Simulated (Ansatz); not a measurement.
Ansatz (a first-principles code) input file for C3H2F3, SMILES F/C=C/[C](F)F, multiplicity 2, PBE0-D3(BJ)/def2-SVP. 

Ansatz 0.2 input:
```yaml
crystal:
  periodic: [false, false, false]
  atoms:
    - {symbol: F, position_ang: [-0.18877539, 2.64441972, -0.00000000]}
    - {symbol: C, position_ang: [0.33605845, 1.41792376, 0.00000000]}
    - {symbol: C, position_ang: [-0.49276525, 0.32483995, -0.00000000]}
    - {symbol: C, position_ang: [-0.05893225, -0.96978629, -0.00000000]}
    - {symbol: F, position_ang: [-0.86536100, -2.02135243, 0.00000000]}
    - {symbol: F, position_ang: [1.21444543, -1.34756007, -0.00000000]}
    - {symbol: H, position_ang: [1.41264749, 1.40444140, -0.00000000]}
    - {symbol: H, position_ang: [-1.56159448, 0.47812909, -0.00000000]}
basis:
  gaussian:
    orbitals: def2-SVP
hamiltonian:
  xc: pbe0
  dispersion: d3bj
magnetization: {spin_polarized: true, initial_magnetization: 1}
relax: {f_tol: 0.002, max_steps: 200}
```

Log of the run:

```
WARN ansatz: RAYON_NUM_THREADS=1 ignored (pool sized by the plan → 1); use --threads N
Functional definition: PBE0
integrals: 0.04 GiB planned
1033 factors; integrals over basis functions are off by at most 3.7e-4 eV
mean field: 0.57 GiB planned
mean field evaluation 1: about -11268.1803 eV, gradient 2.9e1 eV
mean field evaluation 2: about -11265.9929 eV, gradient 3.5e1 eV
mean field evaluation 4: about -11271.8386 eV, gradient 2.0e0 eV
mean field evaluation 8: about -11271.9284 eV, gradient 1.4e-1 eV
mean field evaluation 16: about -11271.9286 eV, gradient 5.5e-4 eV
mean field -11271.92860315 eV, -414.2357357781 hartree, gradient 2.9e-5 eV, S^2 0.783428; 0 other end points of the search recorded, 0 dependent functions left out
the calculation of the forces begins
reference -11271.92861913 eV, -414.2357363655 hartree; 24, 23 occupied and 70, 71 virtual orbitals, 1033 factors
relax step   1: F+E_penalty+E_count = -11272.03703942 eV  Δ(F+E_penalty+E_count) = +0.000e0 eV  max|allowed force component| = 1.145e0 eV/Å  Δτ_max = 0.0000 Å  (35 SCF iters, accepted)
these checks for a lower state are left out or cut short: starts, cluster_reference, orbital_swaps, neighbouring_geometries, increment
integrals: 0.04 GiB planned
1033 factors; integrals over basis functions are off by at most 3.7e-4 eV
mean field: 0.57 GiB planned
mean field -11271.95007846 eV, -414.2365249811 hartree, gradient 2.4e-5 eV, S^2 0.783890; 0 other end points of the search recorded, 0 dependent functions left out
the calculation of the forces begins
reference -11271.95009451 eV, -414.2365255710 hartree; 24, 23 occupied and 70, 71 virtual orbitals, 1033 factors
relax step   2: F+E_penalty+E_count = -11272.05845138 eV  Δ(F+E_penalty+E_count) = -2.141e-2 eV  max|allowed force component| = 4.599e-1 eV/Å  Δτ_max = 0.0146 Å  (37 SCF iters, accepted)
these checks for a lower state are left out or cut short: starts, cluster_reference, orbital_swaps, neighbouring_geometries, increment
integrals: 0.04 GiB planned
1033 factors; integrals over basis functions are off by at most 3.8e-4 eV
mean field: 0.57 GiB planned
mean field evaluation 32: about -11271.8961 eV, gradient 2.8e-3 eV
mean field -11271.95374644 eV, -414.2366597771 hartree, gradient 2.5e-5 eV, S^2 0.783956; 0 other end points of the search recorded, 0 dependent functions left out
the calculation of the forces begins
reference -11271.95376253 eV, -414.2366603682 hartree; 24, 23 occupied and 70, 71 virtual orbitals, 1033 factors
relax step   3: F+E_penalty+E_count = -11272.06214267 eV  Δ(F+E_penalty+E_count) = -3.691e-3 eV  max|allowed force component| = 3.501e-2 eV/Å  Δτ_max = 0.0085 Å  (36 SCF iters, accepted)
these checks for a lower state are left out or cut short: starts, cluster_reference, orbital_swaps, neighbouring_geometries, increment
integrals: 0.04 GiB planned
1033 factors; integrals over basis functions are off by at most 3.8e-4 eV
mean field: 0.57 GiB planned
mean field -11271.95377391 eV, -414.2366607865 hartree, gradient 1.7e-5 eV, S^2 0.784031; 0 other end points of the search recorded, 0 dependent functions left out
the calculation of the forces begins
reference -11271.95378999 eV, -414.2366613775 hartree; 24, 23 occupied and 70, 71 virtual orbitals, 1033 factors
relax step   4: F+E_penalty+E_count = -11272.06217299 eV  Δ(F+E_penalty+E_count) = -3.031e-5 eV  max|allowed force component| = 2.552e-2 eV/Å  Δτ_max = 0.0021 Å  (27 SCF iters, accepted)
these checks for a lower state are left out or cut short: starts, cluster_reference, orbital_swaps, neighbouring_geometries, increment
integrals: 0.04 GiB planned
1033 factors; integrals over basis functions are off by at most 3.8e-4 eV
mean field: 0.57 GiB planned
mean field -11271.95381074 eV, -414.2366621401 hartree, gradient 2.2e-5 eV, S^2 0.784045; 0 other end points of the search recorded, 0 dependent functions left out
the calculation of the forces begins
reference -11271.95382683 eV, -414.2366627314 hartree; 24, 23 occupied and 70, 71 virtual orbitals, 1033 factors
relax step   5: F+E_penalty+E_count = -11272.06221320 eV  Δ(F+E_penalty+E_count) = -4.021e-5 eV  max|allowed force component| = 1.873e-2 eV/Å  Δτ_max = 0.0031 Å  (29 SCF iters, accepted)
these checks for a lower state are left out or cut short: starts, cluster_reference, orbital_swaps, neighbouring_geometries, increment
integrals: 0.04 GiB planned
1033 factors; integrals over basis functions are off by at most 3.8e-4 eV
mean field: 0.57 GiB planned
mean field -11271.95382872 eV, -414.2366628007 hartree, gradient 5.5e-5 eV, S^2 0.783993; 0 other end points of the search recorded, 0 dependent functions left out
the calculation of the forces begins
reference -11271.95384480 eV, -414.2366633918 hartree; 24, 23 occupied and 70, 71 virtual orbitals, 1033 factors
relax step   6: F+E_penalty+E_count = -11272.06223871 eV  Δ(F+E_penalty+E_count) = -2.551e-5 eV  max|allowed force component| = 3.598e-3 eV/Å  Δτ_max = 0.0012 Å  (25 SCF iters, accepted)
these checks for a lower state are left out or cut short: starts, cluster_reference, orbital_swaps, neighbouring_geometries, increment
integrals: 0.04 GiB planned
1033 factors; integrals over basis functions are off by at most 3.8e-4 eV
mean field: 0.57 GiB planned
mean field -11271.95382771 eV, -414.2366627635 hartree, gradient 2.8e-5 eV, S^2 0.783996; 0 other end points of the search recorded, 0 dependent functions left out
the calculation of the forces begins
reference -11271.95384379 eV, -414.2366633546 hartree; 24, 23 occupied and 70, 71 virtual orbitals, 1033 factors
relax step   7: F+E_penalty+E_count = -11272.06223953 eV  Δ(F+E_penalty+E_count) = -8.232e-7 eV  max|allowed force component| = 6.631e-4 eV/Å  Δτ_max = 0.0003 Å  (23 SCF iters, accepted)
integrals: 0.04 GiB planned
1033 factors; integrals over basis functions are off by at most 3.8e-4 eV
mean field: 0.57 GiB planned
mean field evaluation 64: about -11271.9538 eV, gradient 2.8e-5 eV
mean field -11271.95382771 eV, -414.2366627635 hartree, gradient 2.8e-5 eV, S^2 0.783996; 1 other end points of the search recorded, 0 dependent functions left out
the calculation of the forces begins
reference -11271.95384379 eV, -414.2366633546 hartree; 24, 23 occupied and 70, 71 virtual orbitals, 1033 factors
Total energy: -11272.06225562 eV, -414.2406474158 hartree
Atom 0 at    -0.190944     2.640815     0.000000 Å, force     0.000088     0.000285     0.000000 eV/Å
Atom 1 at     0.341037     1.423780    -0.000000 Å, force     0.000181     0.000011     0.000000 eV/Å
Atom 2 at    -0.493553     0.317594    -0.000000 Å, force    -0.000663     0.000359    -0.000000 eV/Å
Atom 3 at    -0.062685    -0.980687    -0.000000 Å, force     0.000501    -0.000078    -0.000000 eV/Å
Atom 4 at    -0.859274    -2.020363     0.000000 Å, force    -0.000314    -0.000480     0.000000 eV/Å
Atom 5 at     1.203104    -1.331047     0.000000 Å, force     0.000119     0.000374     0.000000 eV/Å
Atom 6 at     1.432021     1.404550     0.000000 Å, force     0.000156    -0.000310    -0.000000 eV/Å
Atom 7 at    -1.573982     0.476414     0.000000 Å, force    -0.000068    -0.000160    -0.000000 eV/Å
Dipole moment:     0.019687    -0.021202     0.000000 e Å
```

The run converged.
